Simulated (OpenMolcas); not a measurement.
Ge2+: effect of the level shift or regulariser

- Program: OpenMolcas
- Basis: ANO-R2 [6s5p4d3f1g]
- Scalar Hamiltonian: X2C, finite nucleus
- Active space: 2 electrons in 4 orbitals (4s 4p)
- State averaging: 2S+1 = 3 even, 3 roots; 2S+1 = 1 even, 7 roots; 2S+1 = 3 odd, 3 roots; 2S+1 = 1 odd, 3 roots
- Spin-orbit coupling: state interaction with AMFI integrals over the reference wave functions, term energies averaged over their components

Methods on the same reference wave functions:
A. CASSCF
B. MS-CASPT2, IPEA 0.25 Eh, imaginary shift 0.1 Eh (closed shells correlated: 3d)
C. MS-CASPT2, IPEA 0.25 Eh, real shift 0.2 Eh (closed shells correlated: 3d)

Energies in cm⁻¹ above 4s² ¹S₀, the measured ground level; measured values from Sugar and Musgrove, J. Phys. Chem. Ref. Data 22, 1213 (1993).

```tsv
Level	A	B	C	Measured
4s² ¹S₀	0.0	0.0	0.0	0.0
4s 4p ³P°₀	57947	60562	60538	61734
4s 4p ³P°₁	58604	61214	61190	62500
4s 4p ³P°₂	59971	62586	62563	64144
4s 4p ¹P°₁	98315	91939	92018	91873
4p² ³P₀	143637	146153	146128	147685
4p² ³P₁	144380	146930	146905	148640
4p² ³P₂	145600	147809	147868	150372
4p² ¹D₂	155894	150225	150695	144975
4p² ¹S₀	178840	172304	172391	174114
```

Deviations, from unrounded energies. A percentage is the sum of absolute deviations over the sum of measured energies, with the sign that they share, or ± where signs differ.

| Against measurement | Levels | A | B | C |
| --- | --- | --- | --- | --- |
| mean absolute deviation (cm-1) | 9 | 5200 | 1900 | 1900 |
| other configurations (%) | 9 | ±4.5 | ±1.6 | ±1.7 |

B, C lie about equally close to measurement and A furthest from it. The largest miss of B in the table is 4p² ¹D₂, by +5200 cm-1. The ranking rests on the paired levels alone, and a cruder setting can come out closer through cancelling errors.

Between B and C the level of the table that moves most is 4p² ¹D₂, by 470 cm-1 (lowest in B, highest in C).

The lowest spin-free term lies below A's lowest term by 0.466 hartree in B, 0.466 hartree in C.

Over all roots computed the reference weight is 0.91 to 0.96 in B; the roots of lowest weight are the least certain, and an intruder state may touch them. The ¹D term of p² mixes with s d, which this space lacks. Some levels mix across a computed gap that differs much from the measured one, so their mixing is not that of the real levels (holds for B; C). Computed and measured levels are paired by configuration, term and J; levels that our copy of the source lacks, or whose pairing is in doubt (as where it misses far off the trend of its configuration), stay unpaired and out of the deviations. Only configurations of the active space appear.

° marks odd parity.
